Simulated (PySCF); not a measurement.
C4H5F3Si, SMILES C(/[Si](F)(F)F)=C/C=C, GFN2-xTB optimised geometry.

```
13

C      2.77     0.39     0.00
C      1.44     0.43     0.00
C      0.61    -0.76     0.00
C     -0.73    -0.76     0.00
Si    -1.83     0.74     0.00
F     -1.68     1.72    -1.24
F     -1.68     1.72     1.24
F     -3.36     0.33     0.00
H      3.36     1.28     0.00
H      3.30    -0.55     0.00
H      0.92     1.38     0.01
H      1.15    -1.70     0.00
H     -1.23    -1.72     0.00
```

Density from PBE/def2-TZVP (PySCF) at that geometry.

Minimum of the electron density along straight lines between bonded atoms, close to the bond critical point (lines longer than 1.1 times the sum of covalent radii, or with two minima, are not listed):

| bond | length / Å | ρ at the minimum / e bohr⁻³ | ∇²ρ there / e bohr⁻⁵ | position (fraction from the first atom) |
|---|---|---|---|---|
| C1–C2 | 1.330 | 0.351 | -1.06 | 0.50 |
| C2–C3 | 1.442 | 0.288 | … | 0.50 |
| C3–C4 | 1.341 | 0.342 | -1.01 | 0.51 |
| C4–Si5 | 1.856 | … | 0.15 | 0.61 |
| Si5–F6 | 1.591 | 0.144 | 1.00 | 0.42 |
| Si5–F7 | 1.590 | 0.144 | 1.00 | 0.42 |
| Si5–F8 | 1.588 | 0.145 | 1.02 | 0.42 |
| C1–H9 | 1.076 | 0.288 | -1.02 | 0.65 |
| C1–H10 | 1.078 | 0.286 | -1.00 | 0.65 |
| C2–H11 | 1.082 | 0.285 | -1.00 | 0.64 |
| C3–H12 | 1.083 | 0.285 | -1.00 | 0.65 |
| C4–H13 | 1.083 | 0.280 | -0.96 | 0.65 |

Q: Fill in the missing entries.

A: 
- C2–C3, ∇²ρ there / e bohr⁻⁵: -0.80
- C4–Si5, ρ at the minimum / e bohr⁻³: 0.129
